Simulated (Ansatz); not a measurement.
Start from `[CH3][Al]([SH])[Cl]` and change one atom or group to get `[CH3][Al]([SH])[SH]`.

Ansatz, PBE0-D4/def2-TZVP geometries, multiplicity 1. Each molecule was computed in one conformer, which needn't be the lowest.

| property | `[CH3][Al]([SH])[Cl]` |
| --- | --- |
| HOMO–LUMO gap (B3LYP/def2-TZVPP) / eV | 6.71 |
| LUMO energy (PBE0/def2-TZVPP) / eV | -0.70 |
| HOMO–LUMO gap (PBE0/def2-TZVPP) / eV | 7.16 |
| size of the dipole moment (ωB97M-V/def2-TZVPP) / D | 1.09 |
| HOMO–LUMO gap (ωB97M-V/def2-TZVPP) / eV | 11.01 |
| LUMO energy (ωB97M-V/def2-TZVPP) / eV | 0.97 |

Give the same properties after the change, and the shifts. (Estimate.)

Ansatz gave: 
```json
{"property": "HOMO–LUMO gap (B3LYP/def2-TZVPP) / eV", "`[CH3][Al]([SH])[SH]`": "6.48", "shift": "-0.23"}
{"property": "LUMO energy (PBE0/def2-TZVPP) / eV", "`[CH3][Al]([SH])[SH]`": "-0.54", "shift": "0.16"}
{"property": "HOMO–LUMO gap (PBE0/def2-TZVPP) / eV", "`[CH3][Al]([SH])[SH]`": "6.92", "shift": "-0.24"}
{"property": "size of the dipole moment (ωB97M-V/def2-TZVPP) / D", "`[CH3][Al]([SH])[SH]`": "2.63", "shift": "1.54"}
{"property": "HOMO–LUMO gap (ωB97M-V/def2-TZVPP) / eV", "`[CH3][Al]([SH])[SH]`": "10.73", "shift": "-0.28"}
{"property": "LUMO energy (ωB97M-V/def2-TZVPP) / eV", "`[CH3][Al]([SH])[SH]`": "1.12", "shift": "0.15"}
```

With PBE0 the HOMO rises by 0.40 eV and the LUMO rises by 0.16 eV, so the gap narrows by about 0.24 eV. PBE moves the HOMO by 0.39 eV and ωB97M-V by 0.43 eV. Dipoles are sizes alone; their direction can turn.

B3LYP here is the variant with VWN-RPA as its local correlation; programs differ in this.
